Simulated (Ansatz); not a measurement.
The cluster CrS2. Charge 0, multiplicity 3. Geometry PBE0-D4/def2-TZVPD, that of the charge -1 doublet; atoms count from 1.

```csv
atom,x (Å),y (Å),z (Å)
Cr1,0.123,-0.315,0.185
S2,0.477,1.278,1.456
S3,-0.600,-0.963,-1.642
```

The charge 0 triplet is spin-contaminated (final ⟨S²⟩ up to 3.06, 2.00 for a pure state). The structure comes from a short search, and lower isomers may exist.

(1) Estimate the Mulliken populations from the PBE0/def2-TZVPD orbitals of Ansatz.

(2) Where does the spin sit?

(3) And the Mayer bond orders between bonded heavy atoms (over 0.3)?

## Answers

(1) 
| atom | charge (e) | spin (α − β) | d electrons |
| --- | --- | --- | --- |
| Cr1 | 0.60 | 3.91 | 4.56 |
| S2 | -0.30 | -0.95 | – |
| S3 | -0.30 | -0.95 | – |
Mulliken values and Mayer orders depend strongly on the basis. With diffuse functions, as here, like atoms can get unlike values, and bond orders can come out too low or too high.

(2) Summed by element: Cr 3.91, S -1.91, of 2 unpaired in all. Largest on single atoms: Cr1 3.91, S2 -0.95, S3 -0.95.

(3) Cr1–S2 1.68 (2.07 Å); Cr1–S3 1.68 (2.07 Å). Values over 0.3 also appear between atoms too far apart for a bond (S2–S3 0.32 at 3.97 Å); they arise where an orbital or an unpaired electron spreads over both atoms.
